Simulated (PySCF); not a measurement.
Isomers of CH6Si3. All species are isolated molecules in the gas phase. One relaxed conformer stands for each flexible species; it need not be the lowest. Strings in code marks are SMILES.

All values below come from ωB97X-D3(BJ)/def2-TZVP // PBE0-D3(BJ)/def2-TZVP (PySCF 2.14.0). All candidates: neutral, multiplicity 1. Excitations are Tamm–Dancoff values on a coarser integration grid. The basis has no diffuse functions, so Rydberg states are missing or too high.

- S1 excitation (TDA) = 3.30 eV
- brightest of the four lowest singlets (TDA) = 3.30 eV
- HOMO–LUMO gap = 6.89 eV

Task: Name which member has these values.
(A) `[SiH2]=C[SiH]=[SiH2]` (Si–C–Si–Si torsion 48°)
(B) `C=[Si]1[SiH2][SiH2]1`
(C) `C1=[SiH][SiH2][SiH2]1`
(D) `C[Si]1=[SiH][SiH2]1`

Result: A, `[SiH2]=C[SiH]=[SiH2]` (Si–C–Si–Si torsion 48°). The others give `C1=[SiH][SiH2][SiH2]1`: 4.92 eV, 4.99 eV, 9.34 eV; `C=[Si]1[SiH2][SiH2]1`: 3.50 eV, 4.58 eV, 8.45 eV; `C[Si]1=[SiH][SiH2]1`: 3.99 eV, 3.99 eV, 8.44 eV
